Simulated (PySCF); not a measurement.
C₅H₃BrClF.
SMILES with atom numbers: `[CH:1]#[C:2]/[C:3](=[CH:4]\[Br:5])[C@@H:6]([F:7])[Cl:8]` (hydrogens: H9 on C1; H10 on C4; H11 on C6)

The calculation used PBE0/def2-SV(P) geometry optimisation, gas phase in PySCF.

What internal coordinates does the optimisation give?

```tsv
bond	length (Å)	order
C1≡C2	1.213	triple
C2–C3	1.422	single
C3=C4	1.346	double
C4–Br5	1.857	single
C3–C6	1.511	single
C6–F7	1.349	single
C6–Cl8	1.787	single
C1–H9	1.076	single
C4–H10	1.092	single
C6–H11	1.101	single
```

Orders are formal, as drawn. A selection of angles:
```tsv
angle	degrees
C1–C2–C3	177.9
C2–C3–C4	124.5
C2–C3–C6	116.5
C4–C3–C6	118.9
C3–C4–Br5	124.3
C3–C6–F7	111.2
C3–C6–Cl8	110.5
F7–C6–Cl8	109.1
```

Dihedral angles: C2–C3–C4–Br5 1° (synperiplanar); C2–C3–C6–F7 173° (antiperiplanar).

Of the pairs four or more bonds apart, F7···H10 is among the closest relative to their van der Waals radii: 2.28 Å, 86 % of the sum of Bondi's values. The 4 C–C bonds span 1.213 Å (C1≡C2, drawn triple) to 1.511 Å (C3–C6, drawn single), a spread of 0.298 Å.

Point group: C1 (no symmetry element, even within 0.4 Å). PBE0/def2-SV(P) frequencies: not computed here. One conformer, not necessarily the lowest.
